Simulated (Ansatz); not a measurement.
A nudged elastic band was laid between two geometries of a periodic cell of 20 atoms, HC$_{18}$N (surface graphene monolayer, adsorbate NH).

These are results of Ansatz 0.2.0, DFT PBEsol, scalar-relativistic, plane waves, PAW, not measurements. Settings: cutoff 420 eV, k mesh 2x2x1, gaussian smearing 0.05 eV, no spin polarisation.

```yaml
movable_images: 3
climbing_image: yes
spring: 5.0 eV/Å²
optimiser: fire
start_path: default
force_threshold: 0.05 eV/Å
iteration_limit: 50
end_points: relaxed
largest_step: 1.0 Å
```

First end point:

```xyz
20
Lattice="7.3980 0.0000 0.0000 -3.6990 6.4069 0.0000 0.0000 0.0000 12.0000" Properties=species:S:1:pos:R:3
C 0.054 -0.060 1.023
C 1.263 0.666 0.926
C -1.214 2.126 1.021
C 0.022 2.814 0.926
C -2.435 4.237 0.939
C -1.215 4.941 0.932
C 2.482 -0.037 0.926
C 3.695 0.690 1.020
C 1.258 2.097 0.932
C 2.478 2.802 0.940
C 0.023 4.221 0.925
C 1.256 4.906 1.022
C 4.913 -0.066 1.318
C 6.230 0.694 1.319
C 3.713 2.083 0.988
C 4.969 2.808 0.988
C 2.471 4.231 0.993
C 3.730 4.957 0.993
N 5.594 0.273 2.588
H 5.120 1.095 2.991
```

Last end point:

```xyz
20
Lattice="7.3980 0.0000 0.0000 -3.6990 6.4069 0.0000 0.0000 0.0000 12.0000" Properties=species:S:1:pos:R:3
C 0.045 -0.003 0.919
C 1.254 0.720 0.808
C -1.175 2.159 0.989
C 0.018 2.863 0.833
C -2.442 4.316 0.974
C -1.224 5.003 0.893
C 2.479 0.017 0.836
C 3.690 0.743 0.950
C 1.255 2.142 0.810
C 2.473 2.850 0.877
C 0.024 4.284 0.879
C 1.249 4.967 0.976
C 4.905 -0.007 1.304
C 6.253 0.752 1.225
C 3.689 2.125 0.964
C 4.952 2.866 1.263
C 2.473 4.277 0.958
C 3.725 5.002 0.960
N 5.581 0.404 2.480
H 4.958 2.808 2.392
```

**Question.** Which bonds break or form, and what moves?

**Answer.** Contacts lost: N19–H20. Contacts made: C16–H20. The atom that moves furthest is H20, by 1.82 Å.

**Question.** What energy profile does the band end with?

**Answer.** The run converged. The highest image is number 3 of 0 to 4, 2.73 eV above the first end and 0.05 eV above the last; the last end lies 2.68 eV above the first. Neighbouring images differ by up to 1.5 eV, so the band resolves the path poorly. The order of the stationary point at the top wasn't checked. Limits of this set-up: slab without dipole correction, open-shell adsorbate without spin.

```tsv
image	path coordinate (Å)	energy (eV)	N19–H20 (Å)	C16–H20 (Å)
0	0.00	0.00	1.03	2.64
1	0.53	0.23	1.05	2.20
2	1.05	1.70	1.33	1.65
3	1.57	2.73	1.96	1.21
4	2.06	2.68	2.49	1.13
```

**Question.** What is the geometry of the highest image?

**Answer.** 
```xyz
20
Lattice="7.3980 0.0000 0.0000 -3.6990 6.4069 0.0000 0.0000 0.0000 12.0000" Properties=species:S:1:pos:R:3
C 0.050 -0.021 0.989
C 1.254 0.700 0.839
C -1.171 2.150 0.914
C 0.025 2.849 0.788
C -2.443 4.277 1.070
C -1.227 4.976 0.960
C 2.478 -0.010 0.872
C 3.689 0.720 0.942
C 1.259 2.123 0.806
C 2.474 2.836 0.886
C 0.025 4.270 0.898
C 1.244 4.952 1.041
C 4.896 -0.015 1.344
C 6.254 0.757 1.253
C 3.688 2.107 0.934
C 4.958 2.821 1.216
C 2.472 4.263 1.010
C 3.722 4.980 1.048
N 5.557 0.486 2.502
H 5.036 2.366 2.335
```

The band took 41 iterations and of the order of 13 core-minutes.

Time of the run: 13 min on 1 thread of Arm Neoverse V1 (shared host), peak memory 0.85 GiB.
